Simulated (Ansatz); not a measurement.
Reaction (redistribution): `C#C[SiH2][Te]C` + `OCBF` → `C#C[SiH2]CO` + `C[Te]BF`

Isolated molecules relaxed with PBE0-D4/def2-TZVP in Ansatz; ΔE leaves out vibrations. CCSD(T)/CBS is the MP2 limit (def2-TZVPP, def2-QZVPP) plus CCSD(T) − MP2 in def2-TZVPP, frozen cores. This one scheme is used for every species. Functionals use def2-TZVPP. def2 core potentials past Kr. For Te outer-core shells are correlated without core-valence functions, which leaves a few kJ/mol of doubt a bond. One conformer a species, not always the lowest.

`C#C[SiH2][Te]C`:

```xyz
11

C     1.487    1.792   -1.098
C     0.366    1.386   -0.910
Si   -1.298    0.718   -0.587
Te   -1.180   -1.750   -0.358
C     0.353   -1.668    1.147
H     2.474    2.156   -1.272
H    -1.809    1.366    0.647
H    -2.201    1.012   -1.726
H     0.660   -2.695    1.334
H     1.192   -1.091    0.766
H    -0.045   -1.226    2.057
```

`OCBF`:

Z-matrix (Å, degrees):
```
C
B 1 1.555
O 1 1.411 2 117.0
H 1 1.103 2 107.6 3 -124.2
H 1 1.103 2 107.6 3 124.3
F 2 1.328 1 118.7 3 -0.3
H 2 1.198 1 123.6 3 179.8
H 3 0.961 1 108.5 2 0.9
```

`C#C[SiH2]CO`:

```xyz
11

C     1.640   -1.771   -0.801
C     0.588   -1.310   -0.430
Si   -0.952   -0.505    0.147
C    -0.566    1.344    0.193
O     0.632    1.608    0.903
H     2.561   -2.194   -1.131
H    -2.056   -0.818   -0.797
H    -1.276   -1.030    1.497
H    -0.531    1.746   -0.829
H    -1.367    1.878    0.713
H     1.327    1.053    0.535
```

`C[Te]BF`:

Z-matrix (Å, degrees):
```
C
Te 1 2.143
H 1 1.088 2 107.9
H 1 1.087 2 108.9 3 119.7
H 1 1.087 2 109.0 3 -119.8
B 2 2.133 1 94.8 3 1.0
F 6 1.321 2 120.4 1 180.0
H 6 1.199 2 120.1 1 -0.0
```

| level | ΔE (eV) |
| --- | --- |
| PBE0 | 0.22 |
| CCSD/def2-TZVPP | 0.20 |

(1) What does CCSD(T)/CBS give? (Estimate.)

Largest T1 diagnostic among the species: 0.013.

Answers

(1) Computed: +0.22 eV. The listed levels differ from it by 0.00, -0.02 eV.

In def2-TZVPP, CCSD(T) changes the Hartree–Fock value by −0.15 eV (the triples alone add −0.03 eV) and MP2 by −0.12 eV. From PBE to PBE0 (25 % exact exchange), in def2-TZVPP and without D4, ΔE moves by +0.06 eV.
